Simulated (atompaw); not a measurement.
Which change was made? (S, PAW (atompaw))

* Element: S
* Generator: atompaw 4.2.0.5
* Type: PAW
* Functional: PBE
* Relativity: scalar-relativistic
* Frozen core: [Ne]
* Valence charge: 6
* Reference configuration: 3s1.75 3p4.25
* Partial waves: 3s (bound): rc 1.60 bohr; 3s channel at -0.35 Ry: rc 2.00 bohr; 3p (bound): rc 2.00 bohr; 3p channel at 0.9 Ry: rc 2.00 bohr
* Local potential: troulliermartins scheme with l = 2 at 1 Ry, radius 1.85 bohr
* Core correction: smooth core density matched at 1.60 bohr
* Augmentation charge: besselshape compensation charge, radius 1.70 bohr; PAW radius 2.00 bohr; waves and projectors: custom polynom2 7 10 vanderbiltortho

Cutoffs, loose and tight: the cutoffs (Ry, on a coarse ladder) from which the occupation-weighted sum of valence levels, in a spherical-Bessel basis at the reference potential, stays within 10 and 1 mRy of its value at 400 Ry. They see the waves, projectors and local potential, not the compensation charge or the core.

The base gives: outcome: generated, no UPF (negative core plus compensation charge); cutoff, loose: 15 Ry; cutoff, tight: 21 Ry; bound ghosts: none.

Task: After one change the result is: outcome: generated; cutoff, loose: 10 Ry; cutoff, tight: 21 Ry; bound ghosts: none. Which change was it?
A. all radii scaled by about 1.05 (s 1.68, p 2.10 bohr); local potential troulliermartins scheme with l = 2 at 1 Ry, radius 1.94 bohr; augmentation besselshape compensation charge, radius 1.78 bohr; PAW radius 2.10 bohr; waves and projectors: custom polynom2 7 10 vanderbiltortho; core correction smooth core density matched at 1.68 bohr
B. all radii scaled by about 1.15 (s 1.84, p 2.30 bohr); local potential troulliermartins scheme with l = 2 at 1 Ry, radius 2.14 bohr; augmentation besselshape compensation charge, radius 1.96 bohr; PAW radius 2.30 bohr; waves and projectors: custom polynom2 7 10 vanderbiltortho; core correction smooth core density matched at 1.84 bohr
C. all radii scaled by about 0.87 (s 1.40, p 1.74 bohr); local potential troulliermartins scheme with l = 2 at 1 Ry, radius 1.62 bohr; augmentation besselshape compensation charge, radius 1.48 bohr; PAW radius 1.74 bohr; waves and projectors: custom polynom2 7 10 vanderbiltortho; core correction smooth core density matched at 1.40 bohr
D. all radii scaled by about 1.30 (s 2.08, p 2.60 bohr); local potential troulliermartins scheme with l = 2 at 1 Ry, radius 2.42 bohr; augmentation besselshape compensation charge, radius 2.22 bohr; PAW radius 2.60 bohr; waves and projectors: custom polynom2 7 10 vanderbiltortho; core correction smooth core density matched at 2.08 bohr

Result: B. The others give: all radii scaled by about 1.30 (s 2.08, p 2.60 bohr); local potential troulliermartins scheme with l = 2 at 1 Ry, radius 2.42 bohr; augmentation besselshape compensation charge, radius 2.22 bohr; PAW radius 2.60 bohr; waves and projectors: custom polynom2 7 10 vanderbiltortho; core correction smooth core density matched at 2.08 bohr → outcome: generated; cutoff, loose: 21 Ry; cutoff, tight: 50 Ry; bound ghosts: none | all radii scaled by about 0.87 (s 1.40, p 1.74 bohr); local potential troulliermartins scheme with l = 2 at 1 Ry, radius 1.62 bohr; augmentation besselshape compensation charge, radius 1.48 bohr; PAW radius 1.74 bohr; waves and projectors: custom polynom2 7 10 vanderbiltortho; core correction smooth core density matched at 1.40 bohr → outcome: generated; cutoff, loose: 18 Ry; cutoff, tight: 25 Ry; bound ghosts: none | all radii scaled by about 1.05 (s 1.68, p 2.10 bohr); local potential troulliermartins scheme with l = 2 at 1 Ry, radius 1.94 bohr; augmentation besselshape compensation charge, radius 1.78 bohr; PAW radius 2.10 bohr; waves and projectors: custom polynom2 7 10 vanderbiltortho; core correction smooth core density matched at 1.68 bohr → outcome: generated; cutoff, loose: 15 Ry; cutoff, tight: 18 Ry; bound ghosts: none.
